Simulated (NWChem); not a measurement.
Species: C5H6; SMILES C(C)#CC=C

```xyz
11

C      0.4641     2.4200     0.0000
C     -0.4833     1.4693     0.0001
C     -0.2302     0.0678    -0.0002
C     -0.0615    -1.1335    -0.0002
C      0.1654    -2.5750     0.0001
H      1.5217     2.1734    -0.0003
H      0.1971     3.4725     0.0004
H     -1.5322     1.7677     0.0004
H      0.7380    -2.8875     0.8826
H      0.7296    -2.8894    -0.8870
H     -0.7814    -3.1287     0.0052
```
Atoms are numbered in this order, from 1.

Computed with NWChem. Coordinates come from a B3LYP/6-31G* (spherical d) optimisation.

For level TPSSh/def2-TZVP:

```
Quantity                     Result
---------------------------  ------
highest occupied level (eV)   -6.10
orbital gap (eV)               4.99
```

### Question
What are these values for level CAM-B3LYP/def2-TZVP?

### Answer
The highest occupied level (eV) is -7.96 and the orbital gap (eV) is 8.36.
